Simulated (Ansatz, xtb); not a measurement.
# Two isomers of C4H5B

We compare a, `B/C=C\C#C`, a singlet, with b, `BC(=C)C#C`, a singlet. Both are isolated molecules in the gas phase, relaxed with B3LYP-D3(BJ)/def2-SVP; the shapes shown needn't be the lowest conformers.

a (Å):

```yaml
atoms:
  - { symbol: C, position_ang: [-0.1147, -2.1657, 0.9575] }
  - { symbol: C, position_ang: [0.5375, -2.8037, 1.9704] }
  - { symbol: C, position_ang: [1.9445, -2.9426, 2.1162] }
  - { symbol: C, position_ang: [3.1350, -3.0989, 2.3034] }
  - { symbol: B, position_ang: [0.5822, -1.4707, -0.2290] }
  - { symbol: H, position_ang: [-0.0708, -0.9267, -1.0861] }
  - { symbol: H, position_ang: [1.7847, -1.4663, -0.3082] }
  - { symbol: H, position_ang: [-1.2083, -2.1719, 1.0327] }
  - { symbol: H, position_ang: [-0.0454, -3.2717, 2.7763] }
  - { symbol: H, position_ang: [4.1913, -3.2256, 2.4498] }
```

b (Å):

```xyz
10

C     0.9740   -2.2683    1.3934
C     0.4823   -2.7602    2.5618
C     1.4309   -3.1521    0.3604
C     1.8263   -3.8709   -0.5349
B     1.0322   -0.7275    1.1965
H     1.4584   -0.2413    0.1813
H     0.6377   -0.0191    2.0901
H     0.1362   -2.0790    3.3434
H     0.4145   -3.8345    2.7627
H     2.1752   -4.5082   -1.3250
```

Quicker runs give these differences E(b) − E(a): GFN2-xTB +5.80 kJ/mol; HF/STO-3G −1.02 kJ/mol (at GFN2-xTB geometries); r2SCAN-D4/def2-SVP +6.23 kJ/mol (at GFN2-xTB geometries).

Question: Estimate E(b) − E(a) at the level CCSD(T)/def2-SVP + ΔMP2/def2-TZVPP.

Answer: Too close to call at this level: CCSD(T)/def2-SVP + ΔMP2/def2-TZVPP gives E(b) − E(a) = −2.85 kJ/mol.

The same difference at several levels:

```tsv
level	geometry	E(b) − E(a) (kJ/mol)	departure from the last row (kJ/mol)	job, with rough time for the two
GFN2-xTB	GFN2-xTB	+5.80	+8.65	optimisation, 0.12 s
HF/STO-3G	GFN2-xTB	−1.02	+1.82	single point, 0.24 s
r2SCAN-D4/def2-SVP	GFN2-xTB	+6.23	+9.07	single point, 1.6 s
B3LYP-D3(BJ)/def2-SVP	B3LYP-D3(BJ)/def2-SVP	+3.50	+6.35	optimisation, 20 s
HF/def2-SVP	B3LYP-D3(BJ)/def2-SVP	−4.99	−2.15	part of the CCSD(T) run
MP2/def2-SVP	B3LYP-D3(BJ)/def2-SVP	−1.09	+1.75	part of the CCSD(T) run
CCSD(T)/def2-SVP	B3LYP-D3(BJ)/def2-SVP	−2.15	+0.69	single point
CCSD(T)/def2-SVP + ΔMP2/def2-TZVPP	B3LYP-D3(BJ)/def2-SVP	−2.85		single point, 14 s
```

As drawn, both hold the same kinds of bond in the same numbers.

The largest departure from CCSD(T)/def2-SVP + ΔMP2/def2-TZVPP is that of r2SCAN-D4/def2-SVP, 9.07 kJ/mol. The last row adds to CCSD(T) the change of the MP2 difference between the two basis sets, here −0.69 kJ/mol.

With harmonic frequencies from B3LYP-D3(BJ)/def2-SVP (ideal gas, rigid rotor, one conformer each, 298.15 K, 1 atm): on the last row, ΔE + ΔZPE = −3.30, ΔH = −3.28, ΔG = −3.13 kJ/mol.

The correlated steps freeze 5 core orbitals. Run with Ansatz 0.2.0, xtb 6.7.1; the last row on 2 threads of Intel(R) Xeon(R) 6975P-C (Granite Rapids) on a shared host.
